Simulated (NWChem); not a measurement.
Molecule: Si3H5OF; SMILES F[Si@@H]1O[SiH2][SiH2]1

```xyz
10

F      0.2863    -2.1170     0.7366
Si     0.1152    -1.0342    -0.4607
O      1.3497     0.0978    -0.3839
Si     0.6902     1.6029     0.0686
Si    -1.4698     0.6488    -0.0001
H      0.1688    -1.8031    -1.7312
H      1.0099     2.6355    -0.9595
H      1.2173     2.0413     1.3934
H     -2.2623     0.5372     1.2596
H     -2.3348     1.0746    -1.1420
```
Atoms are numbered in this order, from 1.

Level: PBE0/def2-SVP (NWChem), optimised geometry, unscaled harmonic frequencies. 

```tsv
frequency (cm⁻¹)	IR intensity (km/mol)
80	0.8
161	4.5
279	14.2
337	10.6
362	6.6
391	2.3
449	1.8
499	14.3
588	27.1
625	6.4
703	23.2
704	4.5
735	14.2
834	80.1
871	408.5
893	46.4
909	28.9
937	388.6
974	32.2
2226	67.4
2239	118.6
2244	9.0
2251	148.8
2271	147.9
```

```json
{
 "zero_point_energy": "32.2 kcal/mol",
 "thermal correction to the enthalpy at 298.15 K (with zero-point energy)": "37.3 kcal/mol",
 "heat capacity Cv": "26.2 cal/(mol K)",
 "entropy at 298.15 K and 1 atm (symmetry number 1)": "83.4 cal/(mol K)",
 "dipole_moment": "2.11 D"
}
```

Rigid rotor and harmonic oscillator; modes under 100 cm⁻¹ make the entropy uncertain.
